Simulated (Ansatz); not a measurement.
One change: `CO[SiH](C)S` becomes `CO[SiH]([SiH3])S`.

Ansatz, PBE0-D4/def2-TZVP geometries, multiplicity 1. Each molecule was computed in one conformer, which needn't be the lowest.

| property | `CO[SiH](C)S` |
| --- | --- |
| LUMO energy (PBE0/def2-TZVPP) / eV | 0.41 |
| HOMO energy (B3LYP/def2-TZVPP) / eV | -7.20 |
| HOMO energy (ωB97M-V/def2-TZVPP) / eV | -9.69 |
| HOMO–LUMO gap (PBE0/def2-TZVPP) / eV | 7.87 |
| size of the dipole moment (PBE/def2-TZVPP) / D | 1.06 |
| LUMO energy (ωB97M-V/def2-TZVPP) / eV | 2.15 |

Problem. What does the change do to each property? (Estimate.)

Solution. The calculation gave: 
```csv
property,`CO[SiH]([SiH3])S`,shift
LUMO energy (PBE0/def2-TZVPP) / eV,-0.08,-0.49
HOMO energy (B3LYP/def2-TZVPP) / eV,-7.27,-0.07
HOMO energy (ωB97M-V/def2-TZVPP) / eV,-9.65,0.04
HOMO–LUMO gap (PBE0/def2-TZVPP) / eV,7.44,-0.43
size of the dipole moment (PBE/def2-TZVPP) / D,0.93,-0.13
LUMO energy (ωB97M-V/def2-TZVPP) / eV,1.67,-0.48
```

With PBE0 the HOMO falls by 0.06 eV and the LUMO falls by 0.49 eV, so the gap narrows by about 0.43 eV. PBE moves the HOMO by -0.12 eV and ωB97M-V by 0.04 eV. Dipoles are sizes alone; their direction can turn.

B3LYP here is the variant with VWN-RPA as its local correlation; programs differ in this.
